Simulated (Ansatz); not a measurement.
Consider the formal exchange of groups at the Si–N bond: `O[SiH](F)N[SiH2]F` + `C#C` → `C#C[SiH2]F` + `N[SiH](O)F`.

Gas-phase electronic energies from Ansatz, PBE0-D4/def2-TZVP geometries. CCSD(T)/CBS is the MP2 limit (def2-TZVPP, def2-QZVPP) plus CCSD(T) − MP2 in def2-TZVPP, frozen cores. This one scheme is used for every species. Functionals use def2-TZVPP. HSE06 is defined as in plane-wave codes. Each species was taken in one conformer, which may not be the lowest.

```json
{"level": "LDA (SPW92)", "ΔE (kJ/mol)": "32.8", "difference from CCSD(T)/CBS": "-3.1"}
{"level": "BLYP-D4", "ΔE (kJ/mol)": "31.1", "difference from CCSD(T)/CBS": "-4.8"}
{"level": "r2SCANh-D4", "ΔE (kJ/mol)": "32.5", "difference from CCSD(T)/CBS": "-3.4"}
{"level": "HSE06-D4", "ΔE (kJ/mol)": "31.3", "difference from CCSD(T)/CBS": "-4.6"}
{"level": "CAM-B3LYP-D4", "ΔE (kJ/mol)": "36.6", "difference from CCSD(T)/CBS": "0.7"}
{"level": "ωB97X-V", "ΔE (kJ/mol)": "35.3", "difference from CCSD(T)/CBS": "-0.6"}
{"level": "PBE-QIDH", "ΔE (kJ/mol)": "33.1", "difference from CCSD(T)/CBS": "-2.8"}
{"level": "revPBE", "ΔE (kJ/mol)": "22.1", "difference from CCSD(T)/CBS": "-13.8"}
{"level": "PBE0", "ΔE (kJ/mol)": "28.7", "difference from CCSD(T)/CBS": "-7.2"}
{"level": "r2SCANh", "ΔE (kJ/mol)": "31.4", "difference from CCSD(T)/CBS": "-4.5"}
{"level": "BHLYP", "ΔE (kJ/mol)": "33.0", "difference from CCSD(T)/CBS": "-2.9"}
{"level": "CCSD(T)/def2-SVP", "ΔE (kJ/mol)": "36.0", "difference from CCSD(T)/CBS": "0.1"}
{"level": "HF/def2-TZVPP", "ΔE (kJ/mol)": "35.0", "difference from CCSD(T)/CBS": "-0.9"}
{"level": "MP2/def2-TZVPP", "ΔE (kJ/mol)": "34.0", "difference from CCSD(T)/CBS": "-1.9"}
{"level": "MP2/def2-QZVPP", "ΔE (kJ/mol)": "34.6", "difference from CCSD(T)/CBS": "-1.3"}
{"level": "HF/cc-pV(D+d)Z", "ΔE (kJ/mol)": "29.9", "difference from CCSD(T)/CBS": "-6.0"}
{"level": "CCSD(T)/CBS", "ΔE (kJ/mol)": "35.9", "difference from CCSD(T)/CBS": "0"}
```

Largest T1 diagnostic among the species: 0.013.

The D4 term adds +4.9 kJ/mol with B3LYP and +2.9 kJ/mol with PBE0; it sums over pairs of atoms, weighted by their polarisabilities, and B3LYP, whose exchange is more repulsive, gets the larger term. From PBE to PBE0 (25 % exact exchange), in def2-TZVPP and without D4, ΔE moves by +3.4 kJ/mol.

B3LYP here is the variant with VWN-RPA as its local correlation; programs differ in this.
